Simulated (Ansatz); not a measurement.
Spectroscopic constants of BO, multiplicity 2 (the spin of the measured ground state).

```tsv
level	bond energy D_e (kJ/mol)
SVWN5/def2-TZVPP	974.2
PBE/def2-TZVPP	866.4
B97M-V/def2-TZVPP	814.2
PBE0/def2-TZVPP	815.8
BHLYP/def2-TZVPP	751.1
CAM-B3LYP/def2-TZVPP	816.6
wB97X-V/def2-TZVPP	799.8
wB97M-V/def2-TZVPP	811.1
CCSD/aug-cc-pVTZ	756.8
CCSD/aug-cc-pVQZ	773.6
CCSD/def2-QZVPP	771.5
CCSD(T)/aug-cc-pVTZ	784.0
CCSD(T)/def2-TZVPP	782.8
CCSD(T)/aug-cc-pVQZ	801.8
```

The rows run from 751.1 (BHLYP/def2-TZVPP) to 974.2 kJ/mol (SVWN5/def2-TZVPP). From aug-cc-pVTZ to aug-cc-pVQZ CCSD(T) changes by 17.8. The 8 functionals in def2-TZVPP without D3 or D4 span 223.1, from BHLYP to SVWN5.

D_e counts from the fitted minimum to each atom's lowest state at the same level, without counterpoise.

Frozen-core correlation.

Codes used: Ansatz (Gaussian orbitals). Each number belongs to the level named beside it.

Ansatz is a program for electronic structure.
